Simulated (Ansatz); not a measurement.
Two isomers of C5H6F2: A = `FC1=CC(F)CC1`, B = `F[C@H]1C=CC[C@@H]1F`.

Program: Ansatz. Geometries: PBE0-D4/def2-TZVP. ΔE: electronic, gas phase. CBS: MP2 limit from def2 TZ/QZ plus the TZ coupled-cluster correction, frozen cores. DFT in def2-TZVPP.

Task: Which isomer does CCSD(T)/CBS put lower? Give the gap. (An estimate is asked.)

Result: The calculation gave: A, by 1.8 kcal/mol.

Task: Give E(B) − E(A) in kcal/mol with B2PLYP, ωB97M-V, CCSD(T)/def2-TZVPP, MP2/def2-TZVPP, PBE-D4, CCSD/def2-TZVPP, BLYP-D4. (An estimate is asked.)

Result: Computed: B2PLYP 2.4, ωB97M-V 2.5, CCSD(T)/def2-TZVPP 2.1, MP2/def2-TZVPP 2.7, PBE-D4 4.0, CCSD/def2-TZVPP 1.9, BLYP-D4 2.7. None reverses the order clearly.

Task: Does the order hold for the free energy at 298.15 K (harmonic terms from PBE0-D4)? (Best estimate.)

Result: Computed: Yes: G(B) − G(A) = +1.5 kcal/mol. Modes under 60 cm⁻¹, often nearly free rotors, make the harmonic entropy too high.

Largest T1 diagnostic: 0.011.

In def2-TZVPP, CCSD(T) changes the Hartree–Fock value by +1.1 kcal/mol (the triples alone add +0.2 kcal/mol) and MP2 by +1.7 kcal/mol. From BLYP to BHLYP (50 % exact exchange), in def2-TZVPP and without D4, E(B) − E(A) moves by −0.9 kcal/mol.
